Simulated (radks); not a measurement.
Species: Hf III. Configuration: [Xe] 4f13.5 5d2 6s0.5 (fractional occupations, a model configuration). All-electron calculation, scalar-relativistic Kohn-Sham, SCAN, spin-polarised, spherical densities, finite nucleus; open shells are filled with parallel spins first (spin-orbit coupling, left out, can overturn this in heavy ions); meta-GGA in the generalised Kohn-Sham scheme; Fermi nuclear charge, rms radius 5.347 fm. Program: a radial shooting solver on a logarithmic mesh with Libxc functionals.

Unscreened Slater integrals over Kohn-Sham orbitals (cm^-1). They are taken over the spin-up orbitals.

integral    value
F0(5d,5d)   98624
F2(5d,5d)   50911
F4(5d,5d)   33358
F0(5d,6s)   78932
G2(5d,6s)   24733
F0(5d,4f)  127860
F2(5d,4f)   28537
F4(5d,4f)   13329
G1(5d,4f)   12033
G3(5d,4f)  9914.0
G5(5d,4f)  7583.9
F0(5d,5p)  115780
F2(5d,5p)   54443
G1(5d,5p)   63310
G3(5d,5p)   38747
F0(6s,6s)   69807
F0(6s,4f)   91486
G3(6s,4f)  3504.1
F0(6s,5p)   85664
G1(6s,5p)  8096.2
F0(4f,4f)  307280
F2(4f,4f)  146380
F4(4f,4f)   91918
F6(4f,4f)   66150
F0(4f,5p)  181720
F2(4f,5p)   58952
G2(4f,5p)   28045
G4(4f,5p)   22072
F0(5p,5p)  148980
F2(5p,5p)   79923

Derived for the open shells (J is the average intra-shell exchange parameter used in DFT+U). 4f: F4/F2 = 0.628, F6/F2 = 0.452, J = (286 F2 + 195 F4 + 250 F6)/6435 = 11860 cm^-1. 5d: Racah B = F2/49 - 5 F4/441 = 660.8 cm^-1, C = 35 F4/441 = 2647 cm^-1, C/B = 4.01, F4/F2 = 0.655, J = (F2 + F4)/14 = 6019 cm^-1.
